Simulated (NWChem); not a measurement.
Two isomers of C4H7N, each optimised at PBE0/def2-SVP with NWChem. Flexible species stand in one conformer each, which need not be the lowest. 

A: CC#CCN
B: C(/C=C)=N\C

### Question
Which is lower in energy, by how much, and how do their other properties compare?

### Answer
B is lower by 12.3 kcal/mol in electronic energy; with zero-point energies, B − A = -12.9 kcal/mol.
|  | A | B |
|---|---|---|
| highest occupied level (eV) | -6.77 | -7.14 |
| orbital gap (eV) | 8.03 | 5.97 |
| dipole (D) | 1.58 | 1.05 |
| highest harmonic frequency (cm⁻¹) | 3617 | 3281 |
| zero-point energy (kcal/mol) | 64.5 | 64.0 |
